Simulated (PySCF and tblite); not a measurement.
Values are calculated unless marked as measured or tabulated.
C₇H₁₄, numbered as in [CH3:1][CH:2]1[CH2:3][CH2:4][CH2:5][CH2:6][CH2:7]1.

Level: CAM-B3LYP-D3(BJ)/pcSseg-1 (IEF-PCM, chloroform)//GFN2-xTB, thermal terms from GFN2-xTB, symmetry numbers and mirror pairs counted. Conformers within 3 kcal/mol (GFN2-xTB free energy) were kept, 7 at most. (PySCF 2.14, tblite 0.8.)

The 6-ring runs over atoms 2–3–4–5–6–7.

```json
{"conformer": "1", "shape": "6-ring chair (C1 axial)", "symmetry": "Cs", "dipole D": "0.04"}
{"conformer": "2", "shape": "6-ring chair (all substituents equatorial)", "symmetry": "Cs", "dipole D": "0.10"}
```

Question: Which of these conformers is the most populated at 298.15 K, and with what share?

Answer: Conformer 2, about 95 %.

Question: Give the DFT energies and free energies relative to the lowest, and all weights.

Answer: 
```tsv
conformer	shape	E(DFT) kcal/mol	G(298.15 K) kcal/mol	weight %
1	6-ring chair (C1 axial)	1.49	1.69	5.5
2	6-ring chair (all substituents equatorial)	0.00	0.00	94.5
```

Question: How does its share change from 220 K to 380 K?

Answer: From 98 % to 91 %; the mixing entropy goes from 0.21 to 0.62 cal/(mol K).
